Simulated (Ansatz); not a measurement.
Reaction (substitution at a C–C bond): `CCC(=O)CC(C)=O` + `[SiH3][TeH]` → `CC(=O)[Te][SiH3]` + `CCC(C)=O`

Isolated molecules relaxed with PBE0-D4/def2-TZVP in Ansatz; ΔE leaves out vibrations. CBS: MP2 limit from def2 TZ/QZ plus the TZ coupled-cluster correction, frozen cores. Functionals use def2-TZVPP. B3LYP here is the variant with VWN-RPA as its local correlation; programs differ in this. Elements past krypton have def2 core potentials. For Te outer-core shells are correlated without core-valence functions, which leaves a few kJ/mol of doubt a bond. Each species was taken in one conformer, which may not be the lowest.

```tsv
level	ΔE (kJ/mol)	difference from CCSD(T)/CBS
r2SCAN-D4	-16.5	-5.4
PBE0-D4	-10.3	0.8
B3LYP-D4	-15.7	-4.6
ωB97M-V	-2.2	8.9
B2PLYP	-13.0	-1.9
PBE	-21.0	-9.9
r2SCAN	-17.0	-5.9
PBE0	-9.6	1.5
B3LYP	-13.5	-2.4
MP2/def2-TZVPP	-12.1	-1.0
HF/def2-QZVPP	12.2	23.3
MP2/def2-QZVPP	-15.6	-4.5
SCS-MP2/def2-QZVPP	-11.7	-0.6
HF/CBS(def2)	12.1	23.2
MP2/CBS(def2)	-17.8	-6.7
CCSD/CBS(def2)	-5.3	5.8
CCSD(T)/CBS	-11.1	0
```

Largest T1 diagnostic among the species: 0.015.

From PBE to PBE0 (25 % exact exchange), in def2-TZVPP and without D4, ΔE moves by +11.3 kJ/mol. In def2-TZVPP, CCSD(T) changes the Hartree–Fock value by −18.2 kJ/mol (the triples alone add −5.8 kJ/mol) and MP2 by −24.9 kJ/mol.
